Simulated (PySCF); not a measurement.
The PySCF input:
```python
from pyscf import gto, scf, dft

mol = gto.M(
    atom='''
Se   -0.002122    0.055731   -0.001401
H    -0.991565   -0.986707    0.017580
H     1.063712   -0.908138    0.030069
''',
    basis='6-311g**',
    charge=0,
    spin=0,
    verbose=4,
)

mf = dft.RKS(mol)
mf.xc = 'scan'
mf.kernel()
```

Question: Give the HOMO-LUMO gap at the level SCAN/6-311G** (PySCF).

Answer: 5.86 eV

Question: Estimate the total energy that SCAN/6-311G** returns for this input.

Answer: -4805.820353 Ry

Question: Predict the HOMO energy from SCAN/6-311G**.

Answer: -6.19 eV

Question: Predict the number of basis functions from SCAN/6-311G**.

Answer: 56

Question: Estimate the dipole moment that SCAN/6-311G** returns for this input.

Answer: 0.96 D
